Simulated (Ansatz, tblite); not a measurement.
Forces on Al13N13H30, a nanocrystal cut from zinc blende AlN (hydrogen-capped) at its r2SCAN-D4/def2-SVP geometry. Total charge 0; singlet.

The xTB rows come from tblite. Single mean-field runs in def2-SVP are fitted with def2-universal-jkfit.

GFN2-xTB (tblite), largest force 0.79 eV/Å:

```xyz
56
positions Å, forces eV/Å
Al    0.414    1.514    1.891   -0.248   -0.560    0.030
Al    2.733    1.941   -0.386    0.358   -0.661    0.246
Al    3.401    0.301    2.198   -0.471   -0.041   -0.315
Al    0.808   -1.575    1.704   -0.380    0.473    0.093
Al    3.125   -1.136   -0.572    0.185    0.696    0.328
Al   -0.318    3.267   -0.780   -0.765   -0.173    0.101
Al   -2.494    2.863    1.438    0.348   -0.397   -0.209
Al   -2.033   -0.340    1.337    0.572    0.060    0.216
Al   -2.756    1.421   -1.330    0.310    0.641    0.344
Al    0.142    0.070   -0.863   -0.094   -0.046    0.570
Al    0.497   -3.127   -1.167   -0.783   -0.037    0.110
Al   -2.333   -1.897   -1.531    0.466   -0.580    0.270
Al   -1.676   -3.546    1.050    0.235    0.494   -0.155
N     2.283    1.727    1.431    0.185    0.150    0.107
N    -0.565    2.965    1.063   -0.036    0.247    0.078
N     1.609    3.383   -1.070    0.150    0.275   -0.237
N    -0.159   -0.079    0.971   -0.029   -0.014    0.172
N     2.019    0.329   -1.185    0.080    0.029   -0.303
N     2.664   -1.258    1.250    0.219   -0.111    0.091
N     0.211   -3.117    0.695    0.028   -0.256    0.048
N     2.387   -2.721   -1.440    0.211   -0.199   -0.266
N    -0.840    1.572   -1.554    0.033    0.049   -0.309
N    -2.930    1.173    0.529   -0.243    0.089    0.032
N    -2.535   -1.923    0.341   -0.213   -0.151    0.018
N    -3.228   -0.281   -2.163   -0.225   -0.010   -0.322
N    -0.443   -1.536   -1.742    0.039   -0.002   -0.312
H     0.220    1.534    3.464    0.060    0.000   -0.460
H     4.217    2.279   -0.836   -0.609   -0.083    0.109
H     3.192    0.179    3.771    0.038    0.034   -0.473
H     4.879    0.525    1.607   -0.323   -0.045    0.071
H     0.649   -1.830    3.260    0.051    0.069   -0.456
H     4.640   -1.036   -1.037   -0.609   -0.085    0.109
H    -0.956    4.528   -1.504    0.318   -0.486    0.229
H    -2.781    2.775    3.001    0.100    0.007   -0.465
H    -3.179    4.028    0.568    0.165   -0.258    0.134
H    -2.445   -0.485    2.861    0.115    0.042   -0.448
H    -3.583    2.538   -2.097    0.316   -0.488    0.228
H     0.184   -4.412   -2.044    0.190    0.520    0.289
H    -2.866   -3.086   -2.438    0.188    0.521    0.289
H    -1.953   -3.719    2.608    0.091    0.073   -0.461
H    -2.062   -4.733    0.037    0.097    0.273    0.166
H     2.602    2.551    1.961   -0.062   -0.128   -0.002
H    -0.295    3.810    1.587   -0.051   -0.133   -0.001
H     1.936    4.261   -0.649   -0.098   -0.211    0.052
H     1.802    3.532   -2.067   -0.060   -0.109    0.098
H     2.204    0.414   -2.194   -0.007   -0.001    0.006
H     3.187   -2.033    1.683   -0.092    0.108    0.012
H     0.692   -3.923    1.119   -0.083    0.115    0.014
H     2.930   -3.533   -1.123   -0.147    0.172    0.076
H     2.595   -2.696   -2.445   -0.084    0.078    0.109
H    -0.685    1.670   -2.567    0.002   -0.005    0.007
H    -3.926    1.059    0.766    0.135    0.009    0.042
H    -3.524   -2.091    0.576    0.134    0.021    0.042
H    -4.239   -0.417   -2.044    0.205    0.019    0.120
H    -3.135   -0.207   -3.182    0.089    0.003    0.131
H    -0.284   -1.471   -2.757    0.001    0.004    0.008
```

PBE-D4/def2-SVP (Ansatz), largest force 0.28 eV/Å:

```
Al -0.017 -0.040 -0.006
Al 0.046 -0.039 0.009
Al 0.029 0.004 0.002
Al -0.027 0.035 -0.001
Al 0.035 0.048 0.014
Al -0.060 0.008 -0.005
Al -0.017 0.024 -0.003
Al 0.043 0.005 0.008
Al 0.008 0.060 0.010
Al -0.003 -0.001 0.017
Al -0.057 -0.022 -0.007
Al 0.023 -0.057 0.003
Al -0.011 -0.027 -0.007
N -0.067 -0.058 -0.020
N 0.007 -0.089 -0.011
N -0.059 -0.118 0.058
N 0.000 0.000 0.005
N -0.053 -0.011 0.063
N -0.079 0.041 -0.014
N -0.015 0.089 -0.001
N -0.086 0.092 0.071
N 0.014 -0.040 0.072
N 0.084 -0.030 0.007
N 0.074 0.049 0.012
N 0.108 0.008 0.096
N 0.005 0.033 0.076
H -0.017 -0.001 0.132
H 0.124 0.024 -0.038
H -0.031 -0.012 0.138
H 0.112 0.017 -0.052
H -0.015 -0.019 0.131
H 0.125 0.013 -0.039
H -0.056 0.102 -0.061
H -0.018 -0.018 0.139
H -0.050 0.088 -0.073
H -0.032 -0.012 0.128
H -0.065 0.095 -0.063
H -0.030 -0.105 -0.074
H -0.040 -0.100 -0.075
H -0.020 -0.004 0.140
H -0.028 -0.089 -0.083
H 0.075 0.194 0.120
H 0.065 0.198 0.119
H 0.084 0.230 0.127
H 0.047 0.029 -0.271
H 0.038 0.019 -0.231
H 0.123 -0.182 0.097
H 0.114 -0.188 0.095
H 0.141 -0.216 0.101
H 0.049 0.017 -0.272
H 0.038 0.019 -0.231
H -0.233 -0.027 0.051
H -0.231 -0.038 0.051
H -0.269 -0.037 0.048
H 0.037 0.021 -0.273
H 0.038 0.019 -0.231
```

r2SCAN-D4/def2-SVP (Ansatz), largest force 0.02 eV/Å:

```
Al 0.002 0.003 -0.010
Al 0.003 0.002 -0.005
Al 0.006 0.002 -0.012
Al 0.003 -0.001 -0.010
Al 0.003 0.000 -0.006
Al 0.001 0.002 -0.006
Al 0.000 0.004 -0.012
Al -0.001 0.001 -0.010
Al -0.001 0.001 -0.006
Al 0.003 0.002 -0.020
Al 0.001 -0.001 -0.006
Al 0.000 -0.001 -0.006
Al 0.001 -0.003 -0.013
N -0.008 -0.003 0.007
N 0.002 -0.007 0.007
N -0.001 -0.002 -0.002
N -0.001 0.000 0.005
N -0.001 -0.001 0.006
N -0.008 0.000 0.006
N 0.000 0.006 0.008
N -0.001 0.002 -0.002
N -0.001 -0.001 0.006
N 0.004 -0.005 0.008
N 0.003 0.005 0.009
N 0.003 0.000 -0.001
N -0.001 0.000 0.006
H 0.000 0.000 0.004
H -0.003 -0.001 -0.001
H -0.003 -0.001 0.008
H -0.008 -0.001 0.007
H 0.000 -0.001 0.004
H -0.003 0.000 -0.001
H 0.001 -0.003 0.000
H 0.000 -0.002 0.008
H 0.003 -0.007 0.008
H -0.001 0.000 0.004
H 0.002 -0.002 0.000
H 0.001 0.003 0.000
H 0.002 0.003 0.000
H -0.001 0.001 0.008
H 0.001 0.006 0.009
H 0.002 0.002 0.000
H 0.000 0.002 0.000
H 0.001 0.003 0.003
H 0.001 0.002 0.000
H -0.003 0.000 -0.001
H 0.002 -0.001 0.000
H 0.001 -0.002 0.000
H 0.002 -0.003 0.003
H 0.002 -0.002 -0.001
H 0.002 -0.002 -0.001
H -0.002 0.001 -0.001
H -0.002 -0.001 -0.001
H -0.004 -0.001 0.002
H -0.002 0.000 -0.001
H 0.001 0.003 -0.001
```
